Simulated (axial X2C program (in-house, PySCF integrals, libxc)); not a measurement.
## BaP⁺: cheaper levels and CCSD(T), with spin–orbit coupling

Computed with an in-house all-electron X2C program for linear molecules (integrals from PySCF). Two-component (2c) means X2C with spin–orbit coupling and atomic mean-field two-electron Coulomb and Gaunt terms. Basis: Ba dyall-cv3z [14s14p9d5f1g], P dyall-v3z [8s7p2d1f] (cores contracted in-house); Gaussian nuclei, density fitting, unrestricted open shells. Masses: Ba 137.905 u, P 30.974 u.

State: Ω = 1 (⟨Sz⟩ = 1.00, ⟨Lz⟩ = 0.00 at HF); fragments Ba+ + P.

```json
{"level": "PBE0", "Re (Å)": "2.898", "ωe (cm⁻¹)": "260.4", "De (eV)": "1.91"}
{"level": "CCSD", "Re (Å)": "2.937", "ωe (cm⁻¹)": "253.3", "De (eV)": "1.34"}
{"level": "LDA", "Re (Å)": "2.874", "ωe (cm⁻¹)": "261.6", "De (eV)": "2.28"}
```

Correlated methods: 14 electrons correlated (number of frozen shells: Ba 4 s, 3 p, 2 d; P 2 s, 1 p), 268 virtual spin orbitals or spinors in MP2, 90 natural virtuals in coupled cluster.

CCSD(T), same Hamiltonian and basis:

Re = 2.937 Å, ωe = 251.9 cm⁻¹, De = 1.39 eV; T1 = 0.013 (Lee–Taylor normalisation).

Problem. Give the differences from CCSD(T) in the columns below.

Solution. 

| level | ΔRe (Å) | Δωe (cm⁻¹) | ΔDe (eV) |
| --- | --- | --- | --- |
| PBE0 | -0.039 | 8.5 | 0.52 |
| CCSD | 0.000 | 1.4 | -0.05 |
| LDA | -0.063 | 9.7 | 0.89 |

The state is a single determinant with fixed occupations, the lowest that a limited PBE0 search found. De is counted from the lowest determinant-based energies of the atoms at the same level, without counterpoise correction. Density functionals use the spin component along the axis (collinear). Coupled cluster ran in a truncated set of natural virtual spinors; the MP2 energy of the rest was added. (T) has no such correction and the atoms are truncated less, which lowers De at CCSD(T) by a hundredth of an eV or more. PBE0 can misorder states that lie within some tenths of an eV, so this need not be the ground state of the molecule. The nearest other 2c determinant of the search, Ω = 2, lies 0.46 eV up at the distance of the search. With several unpaired electrons one determinant need not be a pure state. Open-shell Ω = 0 determinants with evenly filled partner blocks cannot be reached by this program, so the Ω shown need not be the lowest component. At some level and bond length an empty orbital lies below a filled one. This is the Ω = 1 component of a π² triplet; the 0⁺ component is not one determinant and can lie lowest.
